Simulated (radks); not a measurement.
The numbers below are computed, except where a source is named.
Q: Radial electron density D(r) = 4 pi r^2 rho(r) of an atom or ion with 2 electrons. Level of theory: scalar-relativistic Kohn-Sham, SCAN, spin-polarised, spherical densities, finite nucleus; meta-GGA in the generalised Kohn-Sham scheme; Fermi nuclear charge, rms radius of each element as measured or else 0.836 A^(1/3) + 0.57 fm (a radial shooting solver on a logarithmic mesh with Libxc functionals).

```
   r/bohr * D(r) (the largest magnitude, 4.96, reaches the edge; | marks zero)
   0.0172 | *
  0.02018 |  *
  0.02349 |   *
  0.02735 |     *
  0.03209 |      *
  0.03736 |        *
  0.04349 |           *
  0.05063 |              *
  0.05942 |                  *
  0.06917 |                      *
  0.08053 |                           *
  0.09375 |                                 *
     0.11 |                                       *
   0.1281 |                                            *
   0.1491 |                                                 *
   0.1736 |                                                    *
   0.2037 |                                                      *
   0.2371 |                                                     *
   0.2761 |                                                  *
    0.324 |                                            *
   0.3771 |                                    *
   0.4391 |                           *
   0.5111 |                   *
   0.5998 |           *
   0.6983 |      *
   0.8129 |  *
   0.9464 |*
    1.111 *
    1.293 *
```

What is the nuclear charge?

A: Z = 5. The innermost maximum, from 1s, lies near gamma/Z bohr with gamma = sqrt(1 - (Z/c)^2) = 0.999, here 0.2 bohr (found: 0.210), and its height grows with Z. The density is that of the boron ion B3+ in [He]; the configuration itself is not fixed sharply by these data. D(r) has 1 maximum, at r = 0.210 bohr.
